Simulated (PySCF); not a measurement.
## Simulated characterisation data

[PySCF 2.14.0 with density-fitted response routines: shielding tensors at PBE0/pcSseg-1 (GIAO); geometry: GFN2-xTB; isolated molecule; non-relativistic Hamiltonian; fast rotation and ring inversion assumed for equivalent nuclei; one computed conformer]

References, each an isolated molecule treated in the same way: TMS for 1H (σ = 31.72 ppm) and 13C (σ = 186.93 ppm). Where no couplings were computed, multiplicities follow the n + 1 count of equivalent neighbours, and m marks all less simple cases (inequivalent or close neighbours, rings, F or P nearby). Shifts are as computed. Against solution values, carbons near 30 ppm lie about +3 ppm off and those near 130 ppm about +5 ppm. Of 1211 compounds with measured shifts, 218 miss one by over three times the rms of a fit or turn the order of signals round; such compounds aren't used in these exercises. OH and NH positions are gas-phase values without hydrogen bonding to other molecules.

**1.** `O=Cc1ccc(N[SiH3])cc1`, C7H9NOSi. 1H NMR (600 MHz, computed): δ 9.96 (s, 1H), 8.08 (d, 2H), 6.85 (d, 2H), 4.85 (s, 3H), 3.57 (br s, 1H). 13C{1H} NMR (computed): δ 192.8 (CH), 157.4 (C), 139.2 (CH), 132.2 (C), 118.2 (CH).

**2.** `CCC1=C[SiH2]C(C#N)=CO1`, C7H9NOSi. 1H NMR (600 MHz, computed): δ 7.71 (s, 1H), 5.13 (t, 1H), 4.97 (m, 2H), 2.30 (q, 2H), 1.25 (t, 3H). 13C{1H} NMR (computed): δ 176.7, 171.2, 122.5, 95.2, 85.4, 37.9, 17.7.
